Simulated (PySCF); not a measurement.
This script is equivalent to a calculation on Ca⁺ (calcium, charge +1).

```python
from pyscf import gto, scf, dft, mp, cc
import basis_set_exchange as bse
mol = gto.M(atom="Ca 0 0 0", charge=1, spin=1, symmetry="D2h",
            basis=gto.basis.parse(bse.get_basis("6-31G*", elements=["Ca"], fmt="nwchem", header=False)))
mf = dft.UKS(mol, xc="TPSS")
mf.irrep_nelec = {'Ag': (4, 3), 'B1u': (2, 2), 'B2u': (2, 2), 'B3u': (2, 2)}
mf.kernel()
```

(1) What total energy does it give?

(2) Which occupied shell lies highest, and where?

(3) What is ⟨S²⟩, and what would a pure spin state give?

## Answers

(1) -677.308 hartree (calculated).

(2) 4s α, at -9.249 eV.

(3) 0.750, against 0.75.
